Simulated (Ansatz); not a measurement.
The same path of AlGeH5 (7 atoms, charge 0, multiplicity 1) was run 3 times with different band settings. The coordinate that changes most is the dihedral H4–Al1–Ge2–H7.

Theory: Ansatz, RKS PBE0-D4/def2-SVP.

Relaxed end points:

```xyz
7
Properties=species:S:1:pos:R:3
Al -0.309 -1.402 0.124
Ge 0.253 0.998 -0.122
H 0.626 -2.366 0.980
H -1.623 -1.994 -0.551
H -0.286 1.612 -1.433
H -0.372 1.815 1.032
H 1.773 1.269 -0.074
```

```xyz
7
Properties=species:S:1:pos:R:3
Al -0.313 -1.403 0.108
Ge 0.263 0.999 -0.078
H -1.142 -1.940 1.356
H 0.121 -2.425 -1.033
H -0.858 1.767 -0.817
H 0.430 1.686 1.295
H 1.560 1.247 -0.876
```

Common settings: spring 5.0 eV/Å²; start path IDPP; force threshold 0.05 eV/Å; end points relaxed.

| run | movable images | climbing image | optimiser | iteration limit |
| --- | --- | --- | --- | --- |
| 1 | 9 | yes | quadratic models (default) | 52 |
| 2 | 3 | no | quadratic models (default) | 60 |
| 3 | 9 | from the first iteration | fire | 60 |

Problem. What does each run give, and how far can it be trusted?

Solution. Run 1: converged after 3 iterations, highest image 0.000 eV above the first end. The top lies less than 8 meV above the higher end, about what the thresholds resolve: that end is a shoulder or a very shallow well. A vibrational analysis at the climbing image gives no mode beyond 40i cm⁻¹: the surface is too flat there to confirm a saddle point.
Run 2: converged after 3 iterations, highest image 0.000 eV above the first end. The top lies less than 8 meV above the higher end, about what the thresholds resolve: that end is a shoulder or a very shallow well. No image climbed, so the highest image needn't sit at the top of the path. So few images can step over the top or miss a turn of the path.
Run 3: converged after 18 iterations, highest image 0.001 eV above the first end. The top lies less than 8 meV above the higher end, about what the thresholds resolve: that end is a shoulder or a very shallow well. Another band between the same ends (9 images) ends at a top of the same energy, where a vibrational analysis finds no clearly imaginary modes.
